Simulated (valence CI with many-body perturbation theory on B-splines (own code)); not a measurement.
Results of a calculation; reference values are marked as such.
Pr⁴⁶⁺: what the settings do

Level of theory: valence CI with perturbative core correlation (CI+MBPT): three valence electrons over a frozen Dirac-Fock core [Ne], a basis of 6 s, 6 p, 5 d, 3 f, 1 g functions for each j, with the one-electron correlation potential Σ1, the two-electron term Σ2, the three-electron term Σ3, Breit, model QED; selected CI, second order for the rest, scaled by the run's own slope (own B-spline code, finite nucleus).

No measured spectrum was set against this ion. As an estimate, large intervals hold to a few tenths of a per cent, small ones and those within an open d or f shell to about a per cent.

The reference run has the lowest level (3s^2 3p1/2) J=1/2 and an ionisation energy of 3834.08 eV. Its largest variational space holds 2753 state functions.

Levels are named by their leading jj configuration (3d3/2^4 stands for four electrons in 3d with j = 3/2), which in mixed levels can hold well under half, so a name can repeat and another be missing. Letters in brackets count levels of one name in rising energy.

Changed runs:
A. correlating orbitals by l 3 3 3 2 1 → 5 4 2 2 0; box radius (bohr) 1.7934 → 2.3
B. QED terms on → off
C. scale of Σ1 1 → 0; scale of Σ2 1 → 0; three-electron term on → off
D. start configuration 3s2 3p1 → 3s3 (bad on purpose)

Excitation energies of the reference run in cm⁻¹, and shifts in cm⁻¹:

```
                     Level  Reference      A       B      C
        (3s 3p1/2^2) J=1/2     941056    -13  +16228  +1804
        (3s^2 3p3/2) J=3/2    1007720   -9.3   -1473  -1291
(3s 3p1/2 3p3/2) J=3/2 [a]    1781600   -214  +14551  -1106
    (3s 3p1/2 3p3/2) J=5/2    1885610    -18  +14259   -205
(3s 3p1/2 3p3/2) J=3/2 [b]    2023150    +81  +12731  +1301
    (3s 3p1/2 3p3/2) J=1/2    2088810   +193  +14834  +4558
        (3s^2 3d3/2) J=3/2    2412370   +560   +3136  +5686
        (3s^2 3d5/2) J=5/2    2572880   +208   +1972  +1798
        (3s 3p3/2^2) J=5/2    2902110   +242  +11750   +848
     (3p1/2^2 3p3/2) J=3/2    2969690   -2.3  +27576  +3942
(3s 3p1/2 3d3/2) J=3/2 [a]    3082610   +1.6  +18390  +2951
        (3s 3p3/2^2) J=1/2    3100630   +278  +13124  +1541
    Ionisation energy (eV)    3834.08  -0.03  -0.039  -0.87
```

Run D: It gave no result: a shell was given more electrons than it holds. The program said: "a valence shell holds more than 4l+2 electrons".
